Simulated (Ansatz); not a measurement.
An input meant for FeO₄ (charge 0, singlet).

```yaml
crystal:
  periodic: [false, false, false]
  atoms:
    - {symbol: Fe, position_ang: [0.000000, -0.000001, -0.000004]}
    - {symbol: O, position_ang: [0.010270, -0.017489, 1.553108]}
    - {symbol: O, position_ang: [1.460954, 0.010188, -0.527335]}
    - {symbol: O, position_ang: [-0.739280, 1.271786, -0.498591]}
    - {symbol: O, position_ang: [-0.731934, -1.264484, -0.527188]}
basis:
  gaussian: {orbitals: def2-SVP}
hamiltonian: {xc: {name: HF}}
correlation: {method: mp2, frozen_orbitals: {Fe: 9}}
```

```sh
$ ansatz run in.yaml --threads 4 --pin off --events-out ev --progress --plain --max-ram 3916MiB
```

Q: Predict how Ansatz answers.

A: The program refused the input. Frozen orbitals are typed for one element alone, and the program wants a count for each (the count typed has to fit that element's core, too).
```
Functional definition: HF
Error: "frozen_orbitals" has no count for O
```
